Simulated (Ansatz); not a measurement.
A nudged elastic band was laid between two geometries of F2GeH2 + H5NSi (12 atoms, charge 0, multiplicity 1).

The calculation used RKS B3LYP/def2-SVP (Ansatz).

```
movable images  : 9
climbing image  : yes
spring          : 5.0 eV/Å²
optimiser       : quadratic models (default)
start path      : through a guess of the saddle point
force threshold : 0.03 eV/Å
iteration limit : 60
end points      : relaxed
```

Image 0:

```xyz
12
Properties=species:S:1:pos:R:3
Ge 0.340 0.070 -0.215
H 0.833 -0.586 1.073
H 1.379 0.282 -1.327
F -0.319 1.654 0.089
F -0.918 -0.887 -0.959
N -2.033 -0.330 1.655
H -2.394 -0.774 0.813
Si -2.794 1.169 2.156
H -4.051 0.977 2.953
H -1.848 1.928 3.024
H -3.135 1.937 0.930
H -1.868 -1.041 2.365
```

Image 10:

```xyz
12
Properties=species:S:1:pos:R:3
Ge -0.482 0.530 -0.348
H -0.216 -2.228 2.879
H 0.926 0.606 0.237
F -0.756 2.011 -1.218
F -0.568 -0.738 -1.530
N -1.859 0.216 0.788
H -2.416 -0.586 0.494
Si -2.578 1.328 1.941
H -3.014 0.581 3.156
H -1.515 2.311 2.295
H -3.757 2.057 1.389
H -0.571 -1.690 2.474
```

(1) Which bonds break or form, and what moves?

(2) Give the energies along the band, and the barrier.

(3) What is the geometry of the highest image?

## Answers

(1) Bonds broken: Ge1–H2, N6–H12. Bonds formed: Ge1–N6, H2–H12. F2GeH2 + H5NSi becomes F2GeH5NSi + H2.

(2) It converged. The highest image is number 5 of 0 to 10, 191.6 kJ/mol above the first end and 178.9 kJ/mol above the last; the last end lies 12.7 kJ/mol above the first. Neighbouring images differ by up to 1.4 eV, so the band resolves the path poorly. A vibrational analysis at the climbing image gives one clearly imaginary mode, 1561i cm⁻¹: a first-order saddle point. The orbitals stay closed-shell, which can raise the energy where a bond breaks towards radicals; this wasn't checked here.

| image | path coordinate (Å) | energy (kJ/mol) | Ge1–H2 (Å) | N6–H12 (Å) | Ge1–N6 (Å) |
| --- | --- | --- | --- | --- | --- |
| 0 | 0.00 | 0.0 | 1.53 | 1.02 | 3.05 |
| 1 | 0.87 | 1.4 | 1.53 | 1.02 | 3.00 |
| 2 | 1.74 | 10.7 | 1.53 | 1.02 | 3.03 |
| 3 | 2.61 | 40.3 | 1.54 | 1.02 | 2.69 |
| 4 | 3.48 | 75.0 | 1.59 | 1.02 | 2.22 |
| 5 | 4.35 | 191.6 | 1.92 | 1.27 | 1.98 |
| 6 | 5.13 | 56.4 | 2.47 | 1.96 | 1.84 |
| 7 | 5.91 | 17.6 | 3.10 | 2.55 | 1.81 |
| 8 | 6.69 | 13.1 | 3.72 | 2.91 | 1.81 |
| 9 | 7.48 | 12.3 | 4.02 | 2.97 | 1.81 |
| 10 | 8.26 | 12.7 | 4.25 | 2.85 | 1.81 |

(3) 
```xyz
12
Properties=species:S:1:pos:R:3
Ge -0.304 0.089 0.037
H 0.001 -1.376 1.233
H 1.061 0.652 0.443
F -0.982 1.516 -0.761
F -0.453 -1.025 -1.286
N -1.827 -0.102 1.282
H -2.511 -0.702 0.805
Si -2.580 1.301 2.120
H -3.350 0.787 3.285
H -1.455 2.155 2.579
H -3.481 2.046 1.203
H -0.927 -0.941 1.618
```

The run took 10 min on 4 threads of Arm Neoverse V2, with other jobs on the host, peak memory 0.35 GiB.
